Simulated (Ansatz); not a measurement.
Input for Ansatz (a quantum-chemistry and plane-wave program): R-PBE/def2-TZVPP on SbAs, 2S+1 = 1, a spin state set in the input, which need not be the lowest, a point of a bond scan (R = 2.288 Å). Elements past Kr take the def2 small-core potentials; no spin–orbit coupling.

Ansatz 0.2 input:
```yaml
crystal:
  periodic: [false, false, false]
  atoms:
    - {symbol: As, position_ang: [0.00000000, 0.00000000, 0.00000000]}
    - {symbol: Sb, position_ang: [0.00000000, 0.00000000, 2.28804000]}
basis:
  gaussian:
    orbitals: def2-TZVPP
    pivot_positions_ang: [[0.00000000, 0.00000000, 0.00000000], [0.00000000, 0.00000000, 2.28804000]]
hamiltonian:
  xc: {name: PBE}
output: {forces: true, orbitals: {seedname: ./end}}
```

It printed:

```
WARN ansatz: RAYON_NUM_THREADS=1 ignored (pool sized by the plan → 1); use --threads N
Functional definition: PBE
integrals: 0.03 GiB planned
756 factors; their error is unknown
mean field: 0.22 GiB planned
mean field evaluation 1: about -67369.0670 eV, gradient 2.1e1 eV
mean field evaluation 2: about -67353.7502 eV, gradient 6.2e1 eV
mean field evaluation 4: about -67370.2687 eV, gradient 3.1e0 eV
mean field evaluation 8: about -67370.2844 eV, gradient 1.6e-1 eV
mean field evaluation 16: about -67370.2810 eV, gradient 2.1e-5 eV
mean field -67370.28097723 eV, -2475.8121606967 hartree, gradient 1.2e-5 eV, S^2 0.000000; 0 other end points of the search recorded, 0 dependent functions left out
the calculation of the forces begins
reference -67370.28100437 eV, -2475.8121616939 hartree; 28, 28 occupied and 70, 70 virtual orbitals, 756 factors
Total energy: -67370.28100437 eV, -2475.8121616939 hartree
Atom 0 at     0.000000     0.000000     0.000000 Å, force    -0.000000     0.000000    -0.533517 eV/Å
Atom 1 at     0.000000     0.000000     2.288040 Å, force     0.000000    -0.000000     0.533517 eV/Å
Dipole moment:    -0.000000     0.000000     0.202380 e Å
```

The run converged.

Cost: very roughly 1.5 core-seconds.
